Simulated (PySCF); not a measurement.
An element was calculated at PBE0 (PySCF 2.14, spin-free X2C, a triple-zeta basis, no spin-orbit coupling), in the ground configurations that NIST lists.

| Item | Value |
| --- | --- |
| first ionisation energy | 5.318 eV |
| second ionisation energy | 10.664 eV |
| third ionisation energy | 22.132 eV |

**Question.** Which element is it?

**Answer.** Praseodymium (Pr, Z = 59), in ANO-RCC-VTZP. NIST lists 5.470, 10.631 ± 0.02, 21.624 eV for these ionisation energies.
